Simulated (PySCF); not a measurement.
Spectra and structures to be paired. The calculation used TDDFT CAM-B3LYP/def2-SVPD, vertical, gas phase, core orbitals frozen in the response (PySCF). Geometries: GFN2-xTB; one conformer of each isolated species. Triplets are in the Tamm–Dancoff approximation. Ions are computed without counter-ions or solvent.

A. `C=[N+](C)C`
B. `c1c2Cc2ccc1`
C. `C1(=CP(N)CC1)C`
D. `Cc1oc(Cl)cp1`
E. `FC[Si@@H](Cl)/C(F)=C/[SiH3]`

Lowest singlet levels (six at most, fewer where fewer were computed) with oscillator strengths:

1. 162 nm (f 0.325); 158 nm (f 0.000); 153 nm (f 0.000); 143 nm (f 0.001); 143 nm (f 0.058); 123 nm (f 0.015); T1 4.76 eV
2. 232 nm (f 0.046); 210 nm (f 0.009); 203 nm (f 0.004); 196 nm (f 0.000); 186 nm (f 0.004); 179 nm (f 0.354); T1 4.06 eV
3. 197 nm (f 0.065); 194 nm (f 0.383); 174 nm (f 0.006); 173 nm (f 0.004); 166 nm (f 0.015); 160 nm (f 0.006); T1 3.94 eV
4. 243 nm (f 0.141); 212 nm (f 0.000); 211 nm (f 0.034); 204 nm (f 0.008); 196 nm (f 0.018); 189 nm (f 0.000); T1 3.06 eV
5. 225 nm (f 0.182); 201 nm (f 0.015); 199 nm (f 0.013); 194 nm (f 0.030); 179 nm (f 0.022); 173 nm (f 0.075); T1 4.08 eV

Problem. Match each spectrum to its molecule.

Solution. 1 = A, 2 = B, 3 = E, 4 = D, 5 = C.
- A: S1 at 7.63 eV, HOMO→LUMO (98%); Löwdin shares by element: HOMO carbon 45%, nitrogen 30% (atoms not listed hold the other 25%); LUMO carbon 44% or more, nitrogen 32%, hydrogen 15% or more; HOMO -16.63 and LUMO -6.14 eV; point group C2v, 2 of its 6 listed states under f = 0.0005.
- B: S1 at 5.34 eV, HOMO→LUMO (74%), HOMO-1→LUMO+1 (25%); Löwdin shares by element: HOMO carbon 70% or more (atoms not listed hold the other 30%); LUMO carbon 62% or more (atoms not listed hold the other 38%); HOMO -8.04 and LUMO 0.70 eV; point group C2v, 1 of its 6 listed states under f = 0.0005.
- C: S1 at 5.51 eV, HOMO→LUMO (93%); Löwdin shares by element: HOMO phosphorus 42%, carbon 26% or more, nitrogen 11% (atoms not listed hold the other 21%); LUMO carbon 40% or more, phosphorus 14%, nitrogen 8% (atoms not listed hold the other 37%); HOMO -7.49 and LUMO 1.04 eV.
- D: S1 at 5.10 eV, HOMO→LUMO (95%); Löwdin shares by element: HOMO carbon 43% or more, phosphorus 22%, chlorine 12% (atoms not listed hold the other 23%); LUMO carbon 36% or more, phosphorus 34%, oxygen 14% (atoms not listed hold the other 17%); HOMO -7.83 and LUMO 0.06 eV; point group Cs, 2 of its 6 listed states under f = 0.0005.
- E: S1 at 6.30 eV, HOMO-1→LUMO (57%), HOMO→LUMO (18%), HOMO-2→LUMO (16%); Löwdin shares by element: HOMO carbon 64% or more, fluorine 14% or more, silicon 6% or more (atoms not listed hold the other 16%); LUMO carbon 52% or more, silicon 21% (atoms not listed hold the other 26%); HOMO -9.43 and LUMO -0.22 eV.
